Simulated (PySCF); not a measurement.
# Computed properties of Cu₂, SMILES [Cu][Cu], multiplicity 1

Cu2, SMILES [Cu][Cu], multiplicity 1. Coordinates come from a B3LYP-D3(BJ)/def2-TZVP optimisation. The spin state was assumed, not searched. Other conformers were not sampled. All values are computed for the isolated molecule unless a solvent is named; none is compared with measurement here.

**Structure.** The optimised structure has D∞h symmetry. All 1 harmonic modes at B3LYP-D3(BJ)/def2-TZVP (PySCF) are real, so it is a minimum.

**Vibrations.** No mode carries more than 0.5 km/mol of infrared intensity. The softest mode is at 242 cm⁻¹ and the zero-point energy is 0.3 kcal/mol.

**Electronic structure.** CAM-B3LYP/def2-TZVPD (PySCF) places the frontier levels at -6.84 and -1.44 eV, a gap of 5.40 eV, and gives a dipole moment of 0.00 D and a mean polarisability of 76.9 bohr³. PBE/def2-TZVPD (PySCF) at the same geometry gives -4.85 and -3.08 eV, so its gap is 3.63 eV narrower. An orbital gap is neither the optical nor the fundamental gap.

**Excitations.** TDDFT-PBE0/def2-TZVPD (PySCF) has S1 at 2.82 eV (440 nm, f = 0.000, dark); the most intense of the 10 singlets computed lies at 2.93 eV (f = 0.21). Strengths of degenerate partners are summed. T1 (TDA) is at 1.80 eV.
